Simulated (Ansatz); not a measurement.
Coupled-cluster diagnostics for (LiSH)3 ring (Li3H3S3), Ansatz.

Geometry of the singlet (r2SCAN-D4/def2-SVP):

```xyz
9

Li   -1.7660   -0.8760    0.0166
S    -1.0510   -0.8323   -2.1927
Li    0.8503    0.4225   -1.7355
S     2.1311    1.4366   -0.0831
Li    0.6756    0.8707    1.6362
S    -1.2865   -0.2356    2.1954
H    -0.4611   -2.0499   -2.2147
H     3.0175    0.4301    0.0962
H    -2.1100    0.8338    2.2816
```

Correlated methods freeze 15 core orbitals; core or outer-core shells of Li are correlated, in sets that lack core-valence functions.

Problem. Estimate the CCSD(T) correlation energy, the shares of MP2 and (T), T1 and the reference's ⟨S²⟩ for: charge 0, singlet, own geometry in def2-TZVPP; and the rough time on 4 threads of AMD EPYC 9R45 on a shared host.

Solution. 
```
                          state       basis  correlation (eV)  MP2 share (%)  (T) share (%)     T1  ⟨S²⟩ (pure)  wall time
charge 0, singlet, own geometry  def2-TZVPP           -21.196           87.2            3.6  0.008  0.00 (0.00)       24 s
```
Customary marks for T1 are 0.02 (closed shells), 0.045 (open shells) and about 0.05 (3d metals). T1 stays under 0.02 throughout.
